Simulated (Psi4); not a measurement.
p-cresol (C$_{7}$H$_{8}$O), singlet, geometry from GFN2-xTB; HSE06/STO-3G in Psi4 1.11.

Psi4 was given this input:
```
memory 2 GB

molecule {
0 1
C    -2.83485466    0.11645217    0.39917449
C    -1.35119902    0.04253937    0.19543320
C    -0.48079655    0.69822704    1.05464705
C     0.88746555    0.65034956    0.85778854
C     1.41233797   -0.06087735   -0.21302987
O     2.75310773   -0.13806513   -0.44684273
C     0.54999479   -0.72197732   -1.08106165
C    -0.81332749   -0.66596930   -0.87292005
H    -3.32025483   -0.78818912    0.04028342
H    -3.07584159    0.25269851    1.45093519
H    -3.24713136    0.96147983   -0.15374877
H    -0.87489984    1.25504510    1.89283045
H     1.55226643    1.16616706    1.53910024
H     3.22889816    0.36194627    0.22698678
H     0.96800090   -1.27300046   -1.90846528
H    -1.47362327   -1.18409113   -1.55337055
}

set {
  basis sto-3g
}

energy('hse06')
print_variables()
```

What the program printed (banner, timings and long lists left out):

```
   => Loading Basis Set <=

    Name: STO-3G
    Role: ORBITAL
    Keyword: BASIS

         ---------------------------------------------------------
                                   SCF
               by Justin Turney, Rob Parrish, Andy Simmonett
                          and Daniel G. A. Smith
                              RKS Reference
         ---------------------------------------------------------

  ==> Geometry <==

    Molecular point group: c1
    Full point group: C1

    Geometry (in Angstrom), charge = 0, multiplicity = 1:

       Center              X                  Y                   Z               Mass
    ------------   -----------------  -----------------  -----------------  -----------------
         C           -2.892043984915     0.123350986841     0.413243584608    12.000000000000
         C           -1.408388344915     0.049438186841     0.209502294608    12.000000000000
         C           -0.537985874915     0.705125856841     1.068716144608    12.000000000000
         C            0.830276225085     0.657248376841     0.871857634608    12.000000000000
         C            1.355148645085    -0.053978533159    -0.198960775392    12.000000000000
         O            2.695918405085    -0.131166313159    -0.432773635392    15.994914619570
         C            0.492805465085    -0.715078503159    -1.066992555392    12.000000000000
         C           -0.870516814915    -0.659070483159    -0.858850955392    12.000000000000
         H           -3.377444154915    -0.781290303159     0.054352514608     1.007825032230
         H           -3.133030914915     0.259597326841     1.465004284608     1.007825032230
         H           -3.304320684915     0.968378646841    -0.139679675392     1.007825032230
         H           -0.932089164915     1.261943916841     1.906899544608     1.007825032230
         H            1.495077105085     1.173065876841     1.553169334608     1.007825032230
         H            3.171708835085     0.368845086841     0.241055874608     1.007825032230
         H            0.910811575085    -1.266101643159    -1.894396185392     1.007825032230
         H           -1.530812594915    -1.177192313159    -1.539301455392     1.007825032230

  Running in c1 symmetry.

  Rotational constants: A =      0.18547  B =      0.04925  C =      0.03920 [cm^-1]
  Rotational constants: A =   5560.35835  B =   1476.56856  C =   1175.22843 [MHz]
  Nuclear repulsion =  344.248077560669401

  Charge       = 0
  Multiplicity = 1
  Electrons    = 58
  Nalpha       = 29
  Nbeta        = 29

  ==> Algorithm <==

  SCF Algorithm Type is DF.
  DIIS enabled.
  MOM disabled.
  Fractional occupation disabled.
  Guess Type is SAD.
  Energy threshold   = 1.00e-06
  Density threshold  = 1.00e-06
  Integral threshold = 1.00e-12

  ==> Primary Basis <==

  Basis Set: STO-3G
    Blend: STO-3G
    Number of shells: 32
    Number of basis functions: 48
    Number of Cartesian functions: 48
    Spherical Harmonics?: true
    Max angular momentum: 1

  ==> DFT Potential <==

   => LibXC <=

    Version 7.1.2
    S. Lehtola, C. Steigemann, M. J. T. Oliveira, and M. A. L. Marques,  SoftwareX 7, 1–5 (2018) (10.1016/j.softx.2017.11.002)

   => Composite Functional: HSE06 <=

    HSE06 Hyb-GGA Exchange-Correlation Functional

    J. Heyd, G. E. Scuseria, and M. Ernzerhof,  J. Chem. Phys. 118, 8207 (2003) (10.1063/1.1564060)
    J. Heyd, G. E. Scuseria, and M. Ernzerhof,  J. Chem. Phys. 124, 219906 (2006) (10.1063/1.2204597)
    A. V. Krukau, O. A. Vydrov, A. F. Izmaylov, and G. E. Scuseria,  J. Chem. Phys. 125, 224106 (2006) (10.1063/1.2404663)

    Deriv               =              1
    GGA                 =           TRUE
    Meta                =          FALSE

    Exchange Hybrid     =           TRUE
    MP2 Hybrid          =          FALSE

   => Exchange Functionals <=

    1.0000   short-range part of the PBE (default w=0 gives PBEh) [omega = 0.1100]
    -0.2500   short-range part of the PBE (default w=0 gives PBEh) [omega = 0.1100]

   => Exact (HF) Exchange <=

    -0.2500            HF,LR [omega = 0.1100]
    0.2500               HF

   => Correlation Functionals <=

    1.0000   Perdew, Burke & Ernzerhof

   => LibXC Density Thresholds  <==

    XC_HYB_GGA_XC_HSE06:  1.00E-15

   => Molecular Quadrature <=

    Radial Scheme          =       TREUTLER
    Pruning Scheme         =           NONE
    Nuclear Scheme         =       TREUTLER

    Blocking Scheme        =         OCTREE
    BS radius alpha        =              1
    Pruning alpha          =              1
    Radial Points          =             75
    Spherical Points       =            302
    Total Points           =         334450
    Total Blocks           =           2544
    Max Points             =            256
    Max Functions          =             46
    Weights Tolerance      =       1.00E-15

   => Loading Basis Set <=

    Name: (STO-3G AUX)
    Role: JKFIT
    Keyword: DF_BASIS_SCF

  ==> Integral Setup <==

  SCF_SUBTYPE=INCORE selected. In-core MEM_DF algorithm will be used.
  Using in-core AOs.

  ==> MemDFJK: Density-Fitted J/K Matrices <==

    J tasked:                   Yes
    K tasked:                   Yes
    wK tasked:                  Yes
    Omega:                1.100E-01
    Algorithm:                 Core
    Schwarz Cutoff:           1E-12
    Mask sparsity (%):       2.0833
    Fitting Condition:        1E-10

   => Auxiliary Basis Set <=

  Basis Set: (STO-3G AUX)
    Blend: DEF2-UNIVERSAL-JKFIT
    Number of shells: 248
    Number of basis functions: 746
    Number of Cartesian functions: 876
    Spherical Harmonics?: true
    Max angular momentum: 4

  Minimum eigenvalue in the overlap matrix is 1.6734726800E-01.
  Reciprocal condition number of the overlap matrix is 6.5339162659E-02.
    Using symmetric orthogonalization.

  ==> Pre-Iterations <==

  SCF Guess: Superposition of Atomic Densities via on-the-fly atomic UHF (no occupation information).

   -------------------------
    Irrep   Nso     Nmo
   -------------------------
     A         48      48
   -------------------------
    Total      48      48
   -------------------------

  ==> Iterations <==

                           Total Energy        Delta E     RMS |[F,P]|

   @DF-RKS iter SAD:  -338.73749854150009   -3.38737e+02   0.00000e+00
   @DF-RKS iter   1:  -342.08142011349361   -3.34392e+00   3.72799e-03 DIIS/ADIIS
   @DF-RKS iter   2:  -342.07873536169780    2.68475e-03   4.15985e-03 DIIS/ADIIS
   @DF-RKS iter   3:  -342.10183555415591   -2.31002e-02   4.62926e-04 DIIS/ADIIS
   @DF-RKS iter   4:  -342.10198771874883   -1.52165e-04   3.36777e-04 DIIS/ADIIS
   @DF-RKS iter   5:  -342.10217395360974   -1.86235e-04   2.94692e-05 DIIS
   @DF-RKS iter   6:  -342.10217541143277   -1.45782e-06   1.24984e-05 DIIS
   @DF-RKS iter   7:  -342.10217562869775   -2.17265e-07   2.55244e-06 DIIS
   @DF-RKS iter   8:  -342.10217565199247   -2.32947e-08   8.19061e-07 DIIS
  Energy and wave function converged.

  ==> Post-Iterations <==

   Electrons on quadrature grid:
      Ntotal   =   57.9999662614 ; deviation = -3.374e-05

    Orbital Energies [Eh]
    ---------------------

    Doubly Occupied:

       1A    -18.984396     2A    -10.086775     3A    -10.033740
       4A    -10.026805     5A    -10.023890     6A    -10.023035
       7A    -10.019758     8A    -10.018942     9A     -1.019693
      10A     -0.815585    11A     -0.727353    12A     -0.706455
      13A     -0.640935    14A     -0.576456    15A     -0.541562
      16A     -0.490606    17A     -0.431659    18A     -0.415198
      19A     -0.385214    20A     -0.379479    21A     -0.372835
      22A     -0.345145    23A     -0.334042    24A     -0.304162
      25A     -0.290562    26A     -0.247799    27A     -0.243734
      28A     -0.186579    29A     -0.129250

    Virtual:

      30A      0.096817    31A      0.108622    32A      0.270526
      33A      0.308015    34A      0.353784    35A      0.392228
      36A      0.413998    37A      0.458736    38A      0.468103
      39A      0.480192    40A      0.485609    41A      0.500844
      42A      0.513749    43A      0.601862    44A      0.626057
      45A      0.639968    46A      0.651160    47A      0.803382
      48A      0.849199

    Final Occupation by Irrep:
              A
    DOCC [    29 ]
    NA   [    29 ]
    NB   [    29 ]

  @DF-RKS Final Energy:  -342.10217565199247

   => Energetics <=

    Nuclear Repulsion Energy =            344.2480775606694010
    One-Electron Energy =               -1147.4443655045824926
    Two-Electron Energy =                 499.4401373270501381
    DFT Exchange-Correlation Energy =     -38.3460250351294789
    Empirical Dispersion Energy =           0.0000000000000000
    VV10 Nonlocal Energy =                  0.0000000000000000
    Total Energy =                       -342.1021756519924679

Computation Completed

Properties will be evaluated at   0.000000,   0.000000,   0.000000 [a0]

Properties computed using the SCF density matrix

 Multipole Moments:

 ------------------------------------------------------------------------------------
     Multipole            Electronic (a.u.)      Nuclear  (a.u.)        Total (a.u.)
 ------------------------------------------------------------------------------------

 L = 1.  Multiply by 2.5417464519 to convert [e a0] to [Debye]
 Dipole X            :          6.4215721           -6.2681854            0.1533867
 Dipole Y            :         -0.4713224            0.7561388            0.2848164
 Dipole Z            :         -1.1727663            1.5420305            0.3692642
 Magnitude           :                                                    0.4909215

 ------------------------------------------------------------------------------------

  Variable Map:
  ----------------------------------------------------------------------------
  "CURRENT ENERGY"              =>    -342.102175651992
  "CURRENT REFERENCE ENERGY"    =>    -342.102175651992
  "DD SOLVATION ENERGY"         =>       0.000000000000
  "DFT FUNCTIONAL TOTAL ENERGY" =>    -342.102175651992
  "DFT TOTAL ENERGY"            =>    -342.102175651992
  "DFT VV10 ENERGY"             =>       0.000000000000
  "DFT XC ENERGY"               =>     -38.346025035129
  "GRID ELECTRONS ALPHA"        =>      28.999983130680
  "GRID ELECTRONS BETA"         =>      28.999983130680
  "GRID ELECTRONS TOTAL"        =>      57.999966261361
  "NUCLEAR REPULSION ENERGY"    =>     344.248077560669
  "ONE-ELECTRON ENERGY"         =>   -1147.444365504582
  "PCM POLARIZATION ENERGY"     =>       0.000000000000
  "PE ENERGY"                   =>       0.000000000000
  "SCF ITERATION ENERGY"        =>    -342.102175651992
  "SCF ITERATIONS"              =>       8.000000000000
  "SCF TOTAL ENERGY"            =>    -342.102175651992
  "TWO-ELECTRON ENERGY"         =>     499.440137327050
  "XC GRID RADIAL POINTS"       =>      75.000000000000
  "XC GRID SPHERICAL POINTS"    =>     302.000000000000
  "XC GRID TOTAL POINTS"        =>  334450.000000000000

  Array Variable Map:
  ----------------------------------------------------------------------------
  "CURRENT DIPOLE"              =>       0.153386655201 ... 0.369264226437 1 by 3
  "SCF DIPOLE"                  =>       0.153386655201 ... 0.369264226437 1 by 3
  "SCF TOTAL ENERGIES"          =>    -338.737498541500 ... -342.102175651992 1 by 9
```
